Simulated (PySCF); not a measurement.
SMILES [Sn]([Br])([OH])([Br])[Br] (HBr₃OSn), B3LYP/def2-SVP optimised geometry.

```
6

O     -1.02     0.90     0.00
Sn    -0.50    -1.01     0.00
Br    -1.40    -2.16    -2.03
Br     1.98    -1.01     0.00
Br    -1.40    -2.16     2.03
H     -1.98     1.01     0.01
```

Density from B3LYP/def2-TZVP, def2 effective core potentials past Kr run with PySCF at that geometry. The core electrons that the potentials of Sn replace are not part of the density.

Minimum of the electron density along straight lines between bonded atoms, close to the bond critical point (lines longer than 1.1 times the sum of covalent radii, or with two minima, are not listed):

```csv
bond,length / Å,ρ at the minimum / e bohr⁻³,∇²ρ there / e bohr⁻⁵,position (fraction from the first atom)
O1–Sn2,1.978,___,0.44,0.49
Sn2–Br3,2.500,0.076,0.09,0.47
Sn2–Br4,2.483,0.079,0.09,0.47
Sn2–Br5,2.500,0.076,0.09,0.47
O1–H6,0.970,___,___,0.80
```

Question: Some entries are withheld; supply them.

Answer: 
- O1–Sn2, ρ at the minimum / e bohr⁻³: 0.120
- O1–H6, ρ at the minimum / e bohr⁻³: 0.349
- O1–H6, ∇²ρ there / e bohr⁻⁵: -2.29
